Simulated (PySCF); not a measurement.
AlH2, SMILES [AlH2+], charge +1.

Coordinates come from a B3LYP-D3(BJ)/def2-TZVPD optimisation. The multiplicity is an assumed one; other spin states were not compared. The isomer is the one that the SMILES or the coordinates give; other isomers of the formula were not compared.

Computed with M06-2X/def2-TZVPD (PySCF).

* **total energy**: -243.27488 hartree
* **point group**: D∞h
* **highest occupied level**: -17.34 eV
* **lowest empty level**: -7.56 eV
* **orbital gap**: 9.78 eV
* **dipole moment about the centre of nuclear charge**: 0.00 D
* **mean static polarisability**: 20.0 bohr³ (2.97 Å³)
* **polarisability, principal values**: 17.0, 17.0, 26.1 bohr³
